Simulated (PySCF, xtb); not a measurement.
C2H5ClOSi, SMILES C=C[Si@H](O)Cl.

Coordinates come from a PBE-D3(BJ)/def2-SVP optimisation. The structure was generated by enumeration; whether it is a known compound was not checked. Other conformers were not sampled.

Computed with C-PCM-ωB97X/def2-SVP (PySCF).

The values are the electrostatic part of the solvation free energy, E(continuum) − E(gas) at the gas-phase geometry, in a cavity of scaled van der Waals radii (PySCF's table); cavitation and dispersion terms are not included. In vacuum the orbital gap is 12.13 eV. The dipole moment in vacuum is 2.27 D.

```json
[
 {"solvent": "water", "ε": "78.36", "ΔG(elec) (kcal/mol)": "-5.3", "dipole (D)": "2.84", "gap (eV)": "12.15"},
 {"solvent": "ethylethanoate", "ε": "5.99", "ΔG(elec) (kcal/mol)": "-4.4", "dipole (D)": "2.73", "gap (eV)": "12.15"},
 {"solvent": "toluene", "ε": "2.37", "ΔG(elec) (kcal/mol)": "-3.0", "dipole (D)": "2.57", "gap (eV)": "12.14"}
]
```

For comparison, GFN2-xTB/ALPB(water) (xtb, at the GFN2-xTB geometry, all terms of that model) gives -4.8 kcal/mol.
